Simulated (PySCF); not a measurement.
**EPR parameters of C3H10NOSi**

Compound: C3H10NOSi (doublet state).
Z-matrix (Å and degrees, GFN2-xTB geometry), rows numbered from 1:
```
C 
C   1  1.4674
C   2  1.5470  1  112.30
O   3  1.3854  2  112.83  1    70.39
Si  4  1.6208  3  130.65  2   -58.25
N   5  1.7278  4  111.02  3   -53.61
H   1  1.0742  2  119.58  3    58.20
H   1  1.0711  2  121.78  3  -127.87
H   2  1.0906  1  110.86  3   121.36
H   2  1.0995  1  110.80  3  -118.13
H   3  1.0961  2  109.23  1  -170.85
H   3  1.0976  2  109.12  1   -52.27
H   5  1.4713  4  110.47  3    73.69
H   5  1.4550  4  100.20  3  -167.03
H   6  1.0081  5  118.84  4    53.99
H   6  1.0063  5  118.02  4  -169.81
```

The hyperfine couplings belong to this conformer and change with its torsions.

As a line formula: `[CH2]CCO[SiH2]N` [radical].

Theory: PySCF 2.14.0, UKS B3LYP, pcH-1 on C H N O Si, non-relativistic, mean-field spin-orbit, GIAO. One conformer (not necessarily the lowest) at the GFN2-xTB geometry, without solvent, vibrations or thermal averaging. Couplings are sensitive to structure, and on GFN2-xTB geometries they can be far from those on DFT ones. The SCF solution wasn't tested for stability.

```
g1, g2, g3                      : 2.00217, 2.00286, 2.00312
g_iso                           : 2.00272
Form of g                       : rhombic: the two nearest values differ by 27 % of g3 − g1
⟨S²⟩                            : 0.7537 (exact 0.7500)
HOMO–LUMO gap, α and β orbitals : 6.64, 4.89 eV
```

Isotropic coupling and dipolar principal values T1 to T3, in mT; ρ(0) is the spin density at the nucleus (MHz turned into mT with g_iso):

| atom | isotope | a_iso | of which spin–orbit | T1 | T2 | T3 | Mulliken spin population | ρ(0) (bohr⁻³) |
| --- | --- | --- | --- | --- | --- | --- | --- | --- |
| C1 | 13C | 3.13 | 0.00 | -2.84 | -2.81 | 5.65 | 1.05 | 0.0780 |
| C2 | 13C | -1.17 | 0.00 | -0.09 | 0.02 | 0.07 | -0.09 | -0.0291 |
| C3 | 13C | 2.25 | 0.00 | -0.18 | -0.16 | 0.34 | 0.04 | 0.0562 |
| O4 | 17O | 0.01 | 0.00 | -0.08 | 0.03 | 0.05 | 0.00 | -0.0005 |
| Si5 | 29Si | -0.09 | 0.00 | -0.03 | 0.00 | 0.03 | 0.01 | 0.0028 |
| N6 | 14N | 0.02 | 0.00 | -0.02 | -0.02 | 0.03 | 0.00 | 0.0020 |
| H7 | 1H | -2.13 | 0.00 | -1.37 | -0.01 | 1.37 | -0.04 | -0.0134 |
| H8 | 1H | -2.26 | 0.00 | -1.38 | -0.01 | 1.38 | -0.04 | -0.0142 |
| H9 | 1H | 0.15 | 0.00 | -0.17 | -0.14 | 0.31 | 0.00 | 0.0009 |
| H10 | 1H | 4.89 | 0.00 | -0.19 | -0.12 | 0.31 | 0.06 | 0.0307 |
| H11 | 1H | 0.13 | 0.00 | -0.12 | -0.07 | 0.18 | 0.01 | 0.0008 |
| H12 | 1H | -0.13 | 0.00 | -0.16 | -0.09 | 0.25 | 0.00 | -0.0008 |
| H13 | 1H | 0.71 | 0.00 | -0.14 | -0.10 | 0.23 | 0.00 | 0.0045 |
| H14 | 1H | 0.33 | 0.00 | -0.03 | -0.03 | 0.07 | 0.01 | 0.0021 |
| H15 | 1H | 0.03 | 0.00 | -0.14 | -0.07 | 0.20 | 0.00 | 0.0002 |
| H16 | 1H | 0.04 | 0.00 | -0.05 | -0.03 | 0.09 | 0.00 | 0.0002 |

The largest Mulliken spin populations are on C1 (+1.05) and C2 (-0.09). C1 is the only atom above +0.15. The angles at C1 add up to 359.7°, so it is planar; its axial dipolar tensor and the negative couplings of its protons fit spin in a p orbital normal to that plane.

Axes: g2 points within 9° of the C1–C2 bond.

Under fast tumbling the dipolar parts average out, and these isotropic splittings remain: 2 × 1H (H9/H10, I = 1/2, 3 lines) with 2.52 mT, 2 × 1H (H7/H8, I = 1/2, 3 lines) with 2.20 mT, 2 × 1H (H13/H14, I = 1/2, 3 lines) with 0.52 mT and 2 × 1H (H15/H16, I = 1/2, 3 lines) with 0.03 mT.

Nuclei that the bonding pattern makes equivalent are averaged, as if the motion that swaps them (rotation, inversion, ring flip) were fast. The 1H value of +70.6 MHz is a mean of couplings from 4.1 to 137.1 MHz in this one geometry, not an average over conformers. The 1H value of +14.6 MHz is a mean of couplings from 9.3 to 20.0 MHz in this one geometry, not an average over conformers.

The 13C coupling of C1 (87.6 MHz) shows only in satellite lines or after enrichment, since that isotope makes up about 1.07 % of natural carbon.
